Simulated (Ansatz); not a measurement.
OSi, triplet, at a GFN2-xTB geometry (the spin is typed, not shown lowest). Base run: CCSD(T)/6-31G** in Ansatz (an electronic-structure program).

The Ansatz input:
Ansatz 0.2 input:
```yaml
crystal:
  periodic: [false, false, false]
  atoms:
    - {symbol: Si, position_ang: [-0.00000000, -0.00000000, -0.55809941]}
    - {symbol: O, position_ang: [0.00000000, 0.00000000, 0.97667397]}
basis:
  gaussian:
    orbitals: 6-31G__.json
magnetization: {spin_polarized: true, initial_magnetization: 2}
correlation: {method: ccsd_t}
```
The basis file holds 6-31G** in the JSON format of the Basis Set Exchange.

Each row names what was changed in the base input (with any setting that the change needs).

| change | ΔE vs base (mEh) | MP2 correlation (Eh) | CC correlation without the perturbative part (Eh) | basis functions |
|---|---|---|---|---|
| base | 0.000 | -0.22957 | -0.24831 | 34 |
| reference functional = pbe0 | 1.478 | - | -0.25826 | 34 |
| electrons = all | -12.946 | -0.24306 | -0.26096 | 34 |
| accuracy = high | -0.003 | -0.22957 | -0.24831 | 34 |
| method = mp2 | 45.230 | -0.18405 | - | 34 |
| diis_vectors = 4 | 0.000 | -0.22957 | -0.24831 | 34 |
| lower_state_search = off | 0.000 | -0.22957 | -0.24831 | 34 |
| method = bccd_t | -0.510 | -0.22957 | -0.24545 | 34 |
| method = rpa | 4.834 | - | - | 34 |
| electrons = outside_noble_gas | 0.000 | -0.22957 | -0.24831 | 34 |
